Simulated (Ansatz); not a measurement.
Isolated molecules relaxed with PBE0-D4/def2-TZVP in Ansatz; ΔE leaves out vibrations. CCSD(T)/CBS is the MP2 limit (def2-TZVPP, def2-QZVPP) plus CCSD(T) − MP2 in def2-TZVPP, frozen cores. This one scheme is used for every species. Functionals use def2-TZVPP. Elements past krypton have def2 core potentials. For Te outer-core shells are correlated without core-valence functions, which leaves a few kJ/mol of doubt a bond.

Reaction (formal exchange of groups at a Te–C bond): dimethyl telluride + BH₃ → `B[Te]C` + CH₄

`C[Te]C`:

Cartesian coordinates in Å:
```
C 0.126 0.292 1.536
Te -1.024 -0.980 0.262
C -0.114 -0.280 -1.539
H 1.184 0.063 1.428
H -0.188 0.094 2.560
H -0.070 1.334 1.290
H 0.955 -0.485 -1.516
H -0.571 -0.823 -2.365
H -0.299 0.786 -1.656
```

BH₃:

```xyz
4

B     0.000    0.000    0.000
H     0.298    1.112    0.314
H    -1.140   -0.350    0.054
H     0.842   -0.762   -0.368
```

`B[Te]C`:

Z-matrix (Å, degrees):
```
C
Te 1 2.142
H 1 1.088 2 107.8
H 1 1.088 2 109.0 3 -119.9
H 1 1.088 2 109.0 3 119.9
B 2 2.085 1 99.2 3 -0.2
H 6 1.192 2 117.3 1 -180.0
H 6 1.193 2 119.7 1 -0.0
```

CH₄:

Cartesian coordinates in Å:
```
C 0.000 0.000 0.000
H 0.459 0.079 -0.985
H 0.760 0.143 0.768
H -0.449 -0.986 0.113
H -0.770 0.764 0.104
```

**Question.** Is it downhill or uphill in electronic energy at CCSD(T)/CBS, and by how much? (Best estimate.)

**Answer.** Ansatz gave: Downhill: ΔE = -130.0 kJ/mol.

**Question.** What do these levels give: PBE, r2SCANh, CAM-B3LYP, MP2/def2-SVP, CCSD/def2-TZVPP, MP2/CBS(def2)? (An estimate is asked.)

**Answer.** The calculation gave: PBE -145.4, r2SCANh -140.9, CAM-B3LYP -128.2, MP2/def2-SVP -141.5, CCSD/def2-TZVPP -127.8, MP2/CBS(def2) -130.2 kJ/mol.

Largest T1 diagnostic among the species: 0.015.

In def2-TZVPP, CCSD(T) changes the Hartree–Fock value by −21.1 kJ/mol (the triples alone add −4.6 kJ/mol) and MP2 by −21.2 kJ/mol. Leaving LDA and LC-ωPBE aside and taking each functional with its dispersion term where it has one, the values, not all of them listed here, spread over 19.7 kJ/mol, from PBE-D4 to BHLYP-D4. LDA lies −11.1 kJ/mol from PBE without D4.
